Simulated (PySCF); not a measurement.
Computed structure and properties of YOCl

System: YOCl (singlet); start: template (Cs). Method: PySCF 2.14.0, RKS PBE0, Y def2-SVP with ECP28, O def2-SVP, Cl def2-SVP; non-relativistic Hamiltonian with scalar-relativistic core potentials where named; density fitting; no spin-orbit coupling.

Input of the relaxation:

```python
mol = gto.M(atom='''
Y      0.40037     0.00000    -0.34510
O      2.02147     0.00000     0.38040
Cl    -1.94253     0.00000     0.70340''',
    basis={'Y': 'def2-SVP', 'O': 'def2-SVP', 'Cl': 'def2-SVP'},
    ecp={'Y': 'def2-SVP'},
    charge=0, spin=0)
mf = dft.RKS(mol, xc='PBE0')
mf.grids.atom_grid = (50, 194)
mf = mf.density_fit()  # fitting sets: Y def2-universal-JKFIT, O def2-universal-JKFIT, Cl def2-universal-JKFIT
mf.conv_tol = 1e-08; mf.max_cycle = 55
mf.kernel(dm0)  # dm0: converged density of the start geometry
# quasi-Newton relaxation in Cartesian coordinates to a largest gradient under 0.00045 Eh/bohr, steps kept in the point group
```

Run from Python with OMP_NUM_THREADS=2; the lines above give its settings. Where DIIS fails, smearing, a level shift and second-order steps follow.
It took 9.8 s on 2 threads of Intel(R) Xeon(R) Platinum 8259CL CPU @ 2.50GHz (Skylake/Cascade Lake) (shared host), from the converged density of the start.

Course of the relaxation:

| step | energy above end (eV) | largest force component within the symmetry (eV/Å) |
| --- | --- | --- |
| 0 | 0.0780 | 1.487 |
| 1 | 0.0355 | 0.333 |
| 2 | 0.0160 | 0.487 |
| 3 | 0.0053 | 0.478 |
| 4 | 0.0009 | 0.226 |
| 5 | 0.0000 | 0.028 |
| 6 | 0.0000 | 0.005 |

Relaxed geometry (Cs):

```xyz
3

Y     0.3750    0.0000   -0.4748
O     1.9105    0.0000    0.4714
Cl   -1.8062    0.0000    0.7421
```

```tsv
contact	Å
Y1–O2 (O)	1.804
Y1–Cl3 (Cl)	2.498
```

On the finer grid (75, 302):

* HOMO: -7.02 eV
* LUMO: -2.49 eV
* Dipole about the centre of mass: 7.25 D
* Set of Mulliken populations of Y1 outside the core potential: s 2.17, p 6.26, d 1.69, f 0.12
* D3(BJ) dispersion energy (not in the energies): -0.064 eV

| atom | Mulliken (e) | Löwdin (e) | spin (e) |
| --- | --- | --- | --- |
| Y1 | 0.76 | 0.26 | 0.00 |
| O2 | -0.38 | -0.22 | 0.00 |
| Cl3 | -0.38 | -0.04 | 0.00 |

On the grid (50, 194), as all that follows. Harmonic modes: a minimum; lowest 148 cm⁻¹ (negative: unstable), highest 888 cm⁻¹, zero-point energy 0.086 eV.

Rigid scan of O along the line from its metal:

```csv
distance to O2 (Å),energy (eV)
1.50,2.739
1.60,1.051
1.70,0.228
1.80,0.000
1.90,0.170
2.00,0.592
2.10,1.166
2.25,2.160
```

Taking off one Cl (charge -1, singlet; the rest: singlet) in vacuum, both parts rigid, costs 8.53 eV; the small basis without counterpoise inflates it. Most of it is the attraction of opposite charges; other ways to part are cheaper, and one spin state was tried for the rest.

Rigid scan of Cl along the line from its metal:

```tsv
distance to Cl3 (Å)	energy (eV)
2.20	0.730
2.30	0.282
2.40	0.062
2.50	0.000
2.60	0.048
2.70	0.171
2.90	0.549
3.20	1.243
3.60	2.141
4.10	3.043
```

One start shape was tried, so this needn't be the lowest isomer.
